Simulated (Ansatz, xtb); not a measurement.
# CH4Br2Si: 3 structures ranked

3 gas-phase structures of CH4Br2Si, found in a search over its isomers (lower ones may exist). Each was relaxed with GFN2-xTB; where two conformers were screened, the lower at r2SCAN-D4/def2-SVP is listed:

A. `C[SiH](Br)Br`, a singlet
B. `[SiH3]C(Br)Br`, a singlet
C. `BrC[SiH2]Br`, a singlet

Q: Make a reasoned guess at their ranking by r2SCAN-D4/def2-SVP single-point energy.

A: Calculated order at r2SCAN-D4/def2-SVP: A (0.000), C (1.691), B (3.392) eV.

Energies above the lowest of each column, in eV; the last columns are at PBE0-D3(BJ)/def2-SVP geometries and were run for some of them only (a dash: not run or not comparable):

```tsv
structure	GFN2-xTB	HF/STO-3G	r2SCAN-D4/def2-SVP	PBE0-D3(BJ)/def2-SVP	CCSD(T)/def2-SVP + ΔMP2/def2-TZVPP
A	0.000	0.000	0.000	0.000	0.000
C	1.206	1.539	1.691	1.676	1.619
B	2.731	3.142	3.392	–	–
```

Every level run on A puts it lowest or level with the lowest. Some further structures that were screened fall inside this span and aren't listed. Flexible structures stand in one conformer each, not always the lowest. Frequencies (PBE0-D3(BJ)/def2-SVP) were run for A, C alone. ΔMP2 is the change of the MP2 energy from the smaller to the larger basis.

Programs: Ansatz 0.2.0, xtb 6.7.1.
